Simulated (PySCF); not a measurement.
SbCl2, SMILES [Cl][Sb+][Cl] (connectivity only; charge and spin as stated), charge +1, multiplicity 1.

Coordinates come from a PBE0-D3(BJ)/def2-TZVP optimisation. The spin state was assumed, not searched. The isomer is the one that the SMILES or the coordinates give; other isomers of the formula were not compared. The def2 effective core potentials stand for the cores of Sb; spin–orbit coupling is left out.

Two levels are set side by side: PBE/def2-TZVPD (PySCF) and HF/def2-TZVPD (PySCF). Same geometry, gas phase. Differences are taken from unrounded values.

| quantity | HF |
|---|---|
| orbital gap (eV) | 10.27 |
| highest occupied level (eV) | -17.50 |
| lowest empty level (eV) | -7.23 |
| mean polarisability (bohr³) | 55.2 |

Question: What does PBE give, and how far is it from HF? (Estimate from the structure and the level; the computed values follow.)

Answer: 
```csv
quantity,PBE,PBE minus HF
orbital gap (eV),2.83,-7.44
highest occupied level (eV),-13.68,3.83
lowest empty level (eV),-10.85,-3.62
mean polarisability (bohr³),59.1,3.9
```

PBE's occupied levels lie high since its potential decays too fast outside the molecule; exact exchange lowers them and widens the gap. Loosely held outer electrons make PBE densities more polarisable. Differences between two approximate levels are no errors against the true value.

Rough cost on one machine, each run with all the roots and properties that it gave: HF against PBE about 1/2.
